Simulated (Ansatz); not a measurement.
These are frozen-core CCSD(T)/cc-pVTZ // CAM-B3LYP-D3(BJ)/def2-TZVP run with Ansatz (a first-principles code) values and carry that method's errors.

Ansatz 0.2 input:
```yaml
crystal:
  periodic: [false, false, false]
  atoms:
    - { symbol: B, position_ang: [-1.473713, 0.202092, 0.184097] }
    - { symbol: N, position_ang: [-0.332656, -0.521991, -0.186406] }
    - { symbol: C, position_ang: [0.947097, -0.092485, -0.103324] }
    - { symbol: C, position_ang: [2.07863, 0.280054, -0.032826] }
    - { symbol: H, position_ang: [-1.343241, 1.299634, 0.615304] }
    - { symbol: H, position_ang: [-2.528167, -0.328756, 0.045092] }
    - { symbol: H, position_ang: [-0.430609, -1.45709, -0.554874] }
    - { symbol: H, position_ang: [3.082661, 0.618542, 0.03294] }
basis:
  gaussian: { orbitals: cc-pVTZ }
correlation:
  method: ccsd_t
```

Output:

```
Functional definition: HF
1011 factors; integrals over basis functions are off by at most 9.9e-4 eV
mean field evaluation 1: about -4275.4716 eV, gradient 3.0e1 eV
mean field evaluation 2: about -4275.4776 eV, gradient 3.0e1 eV
mean field evaluation 4: about -4277.8240 eV, gradient 2.9e0 eV
mean field evaluation 8: about -4277.8521 eV, gradient 4.2e-4 eV
mean field evaluation 16: about -4277.8465 eV, gradient 2.2e-1 eV
mean field -4277.85209046 eV, -157.2081646920 hartree, gradient 3.5e-6 eV, S^2 0.000000; 0 other end points of the search recorded, 0 dependent functions left out
4 core orbitals not correlated
reference -4277.85209046 eV, -157.2081646920 hartree; 10, 10 occupied and 162, 162 virtual orbitals, 1011 factors
second order -16.57983731 eV of doubles, -0.00000000 eV of singles
cycle   1  -16.68069435 eV  change   -1.0e-1 eV  update   9.5e-2
cycle   2  -17.15374637 eV  change   -4.7e-1 eV  update   2.9e-2
cycle   3  -17.25441950 eV  change   -1.0e-1 eV  update   1.5e-2
cycle   4  -17.24806845 eV  change    6.4e-3 eV  update   4.9e-3
cycle   5  -17.24991434 eV  change   -1.8e-3 eV  update   2.4e-3
cycle   6  -17.25037857 eV  change   -4.6e-4 eV  update   7.2e-4
cycle   7  -17.24994513 eV  change    4.3e-4 eV  update   3.2e-4
cycle   8  -17.24984486 eV  change    1.0e-4 eV  update   1.0e-4
cycle   9  -17.24983622 eV  change    8.6e-6 eV  update   3.3e-5
cycle  10  -17.24981204 eV  change    2.4e-5 eV  update   9.3e-6
perturbative correction -0.80446008 eV, -0.0295633626 hartree
Total energy: -4295.90636257 eV, -157.8716469546 hartree
```

Cost: roughly 80 core-seconds.
